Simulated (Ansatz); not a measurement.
Two isomers of C2H8AlFSi: A = `[CH3][Al]([F])[CH2][SiH3]`, B = `C[CH2][Al]([F])[SiH3]`.

Computed with Ansatz on PBE0-D4/def2-TZVP structures; ΔE is electronic, products minus reactants. CCSD(T)/CBS is the MP2 limit (def2-TZVPP, def2-QZVPP) plus CCSD(T) − MP2 in def2-TZVPP, frozen cores. DFT in def2-TZVPP. B3LYP here is the variant with VWN-RPA as its local correlation; programs differ in this. Each species was taken in one conformer, which may not be the lowest.

(1) Which isomer does CCSD(T)/CBS put lower? Give the gap. (Estimate.)

(2) Give E(B) − E(A) in kcal/mol with MP2/def2-TZVPP, r2SCAN-D4, PBE-D4, B3LYP-D4, PBE0-D4, CCSD(T)/def2-TZVPP, B3LYP. (An estimate is asked.)

Largest T1 diagnostic: 0.012.

## Answers

(1) The calculation gave: A, by 16.4 kcal/mol.

(2) Ansatz gave: MP2/def2-TZVPP 18.4, r2SCAN-D4 16.6, PBE-D4 13.2, B3LYP-D4 15.5, PBE0-D4 14.1, CCSD(T)/def2-TZVPP 15.9, B3LYP 15.2. None reverses the order clearly.

From PBE to PBE0 (25 % exact exchange), in def2-TZVPP and without D4, E(B) − E(A) moves by +1.0 kcal/mol.
